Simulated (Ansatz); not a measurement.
Consider the atomization: `C[SiH](S)[SiH2]Cl` → C• + Cl• + 7 H• + S• + 2 Si•.

Computed with Ansatz on PBE0-D4/def2-TZVP structures; ΔE is electronic, products minus reactants. CCSD(T)/CBS is the MP2 limit (def2-TZVPP, def2-QZVPP) plus CCSD(T) − MP2 in def2-TZVPP, frozen cores. This one scheme is used for every species, atoms too. Open shells (•) are unrestricted, without spin–orbit coupling. Spin–orbit coupling would lower the free atoms: a little for C, Cl, S, Si. One conformer a species, not always the lowest.

`C[SiH](S)[SiH2]Cl`:

Cartesian coordinates in Å:
```
C 1.220 -0.021 -1.317
Si -0.484 0.287 -0.619
S -0.802 2.327 -0.045
Si -0.844 -1.009 1.295
Cl 0.493 -0.295 2.711
H 1.408 0.638 -2.167
H 1.984 0.168 -0.559
H 1.317 -1.058 -1.651
H -1.536 0.021 -1.638
H 0.009 2.252 1.025
H -0.553 -2.456 1.116
H -2.212 -0.853 1.850
```

```json
{"species": "`C[SiH](S)[SiH2]Cl`", "MP2/CBS(def2) energy (Eh)": "-1477.95402"}
{"species": "C•", "MP2/CBS(def2) energy (Eh)": "-37.76950"}
{"species": "Cl•", "MP2/CBS(def2) energy (Eh)": "-459.68032"}
{"species": "H•", "MP2/CBS(def2) energy (Eh)": "-0.50000"}
{"species": "S•", "MP2/CBS(def2) energy (Eh)": "-397.65134"}
{"species": "Si•", "MP2/CBS(def2) energy (Eh)": "-288.92319"}
```

Problem. Work out ΔE.

Solution. ΔE = 7 × (-0.50000) + 2 × (-288.92319) + (-37.76950) + (-459.68032) + (-397.65134) − (-1477.95402) = 1.50648 Eh = +3955.3 kJ/mol. CCSD(T)/CBS gives +3933.6 kJ/mol.

Largest T1 diagnostic among the species: 0.012.

The D4 term adds +57.5 kJ/mol with B3LYP and +30.8 kJ/mol with PBE0; it sums over pairs of atoms, weighted by their polarisabilities, and B3LYP, whose exchange is more repulsive, gets the larger term. From PBE to PBE0 (25 % exact exchange), in def2-TZVPP and without D4, ΔE moves by −17.3 kJ/mol: exact exchange takes away binding that semilocal exchange gives to molecules. In def2-TZVPP, CCSD(T) changes the Hartree–Fock value by +867.0 kJ/mol (the triples alone add +49.9 kJ/mol) and MP2 by +888.7 kJ/mol; breaking electron pairs costs correlation energy, which Hartree–Fock lacks.

B3LYP here is the variant with VWN-RPA as its local correlation; programs differ in this.

For atomizations the MP2-based limit and the directly extrapolated one differ by several kJ/mol either way, and by 10 to 25 for some Ge, Se and Sn compounds, so smaller differences from it don't rank the levels.
